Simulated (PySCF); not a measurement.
Compound: C6H8FN.
SMILES with atom numbers: `[N:1]#[C:2][C@@H:3]1[CH2:4][CH2:5][C@@H:6]([F:7])[CH2:8]1` (hydrogens: H9 on C3; H10, H11 on C4; H12, H13 on C5; H14 on C6; H15, H16 on C8)

The same species was optimised twice, with GFN2-xTB and with PBE0-D3(BJ)/def2-SVP (PySCF), and the same property calculations (PySCF, gas phase) were run on both structures.

```csv
coordinate,GFN2-xTB,PBE0-D3(BJ)/def2-SVP,change
C2–C3 (Å),1.444,1.462,+0.018
N1≡C2 (Å),1.143,1.158,+0.015
C3–C8 (Å),1.544,1.552,+0.008
C5–C6 (Å),1.528,1.520,-0.008
C3–C4 (Å),1.537,1.542,+0.005
C4–C5 (Å),1.526,1.524,-0.002
C6–F7 (Å),1.384,1.385,+0.001
C6–C8 (Å),1.536,1.535,-0.001
C2–C3–C8 (°),110.2,111.2,+1.0
C5–C6–F7 (°),109.4,108.6,-0.8
C4–C5–C6 (°),103.9,103.1,-0.8
C2–C3–C4 (°),109.9,110.6,+0.7
C5–C6–C8 (°),106.3,105.7,-0.6
C4–C3–C8 (°),104.5,104.0,-0.5
F7–C6–C8 (°),109.2,108.7,-0.5
N1–C2–C3 (°),179.3,178.9,-0.4
```

Rotational constants: A = 4503, B = 1391, C = 1288 MHz (GFN2-xTB) against A = 4618, B = 1367, C = 1268 MHz (PBE0-D3(BJ)/def2-SVP). Point groups within 0.08 Å: C1 and C1.

On the GFN2-xTB structure: isotropic polarisability (au) 69.9 [PBE0/def2-SVPD]; HOMO (eV) -9.37 [PBE0/def2-SVPD]; LUMO (eV) 0.25 [PBE0/def2-SVPD]; dipole (D) 2.33 [PBE0/def2-SVPD]; HOMO (eV) -9.32 [PBE0/pcSseg-1]; LUMO (eV) 0.49 [PBE0/pcSseg-1]; dipole (D) 2.31 [PBE0/pcSseg-1]; GIAO shielding of N1 (ppm) -29.3 [PBE0/pcSseg-1]; GIAO shielding of C2 (ppm) 58.7 [PBE0/pcSseg-1]; GIAO shielding of C3 (ppm) 157.9 [PBE0/pcSseg-1]; GIAO shielding of C4 (ppm) 153.4 [PBE0/pcSseg-1]; GIAO shielding of C5 (ppm) 149.2 [PBE0/pcSseg-1]; GIAO shielding of C6 (ppm) 89.1 [PBE0/pcSseg-1]; GIAO shielding of F7 (ppm) 362.2 [PBE0/pcSseg-1]; GIAO shielding of C8 (ppm) 143.5 [PBE0/pcSseg-1].

Q: What do these properties become on the PBE0-D3(BJ)/def2-SVP structure?

A: 
```csv
property,level,on GFN2-xTB,on PBE0-D3(BJ)/def2-SVP,change
isotropic polarisability (au),PBE0/def2-SVPD,69.9,71.0,+1.1
HOMO (eV),PBE0/def2-SVPD,-9.37,-9.32,+0.05
LUMO (eV),PBE0/def2-SVPD,0.25,0.24,-0.01
dipole (D),PBE0/def2-SVPD,2.33,2.36,+0.03
"energy, GFN2-xTB geometry as zero (kcal/mol)",PBE0/def2-SVPD,0.0,-0.9,-0.9
HOMO (eV),PBE0/pcSseg-1,-9.32,-9.28,+0.04
LUMO (eV),PBE0/pcSseg-1,0.49,0.47,-0.02
dipole (D),PBE0/pcSseg-1,2.31,2.35,+0.04
"energy, GFN2-xTB geometry as zero (kcal/mol)",PBE0/pcSseg-1,0.0,-0.7,-0.7
GIAO shielding of N1 (ppm),PBE0/pcSseg-1,-29.3,-36.5,-7.2
GIAO shielding of C2 (ppm),PBE0/pcSseg-1,58.7,55.9,-2.8
GIAO shielding of C3 (ppm),PBE0/pcSseg-1,157.9,155.4,-2.5
GIAO shielding of C4 (ppm),PBE0/pcSseg-1,153.4,152.3,-1.1
GIAO shielding of C5 (ppm),PBE0/pcSseg-1,149.2,148.2,-1.0
GIAO shielding of C6 (ppm),PBE0/pcSseg-1,89.1,90.1,+1.0
GIAO shielding of F7 (ppm),PBE0/pcSseg-1,362.2,360.7,-1.5
GIAO shielding of C8 (ppm),PBE0/pcSseg-1,143.5,142.4,-1.1
```

The heavy atoms differ by 0.073 Å rms after alignment. Among bonds between heavy atoms C2–C3 changes most (+0.018 Å). Changes are differences of the printed values. Neither structure is proved a minimum here.
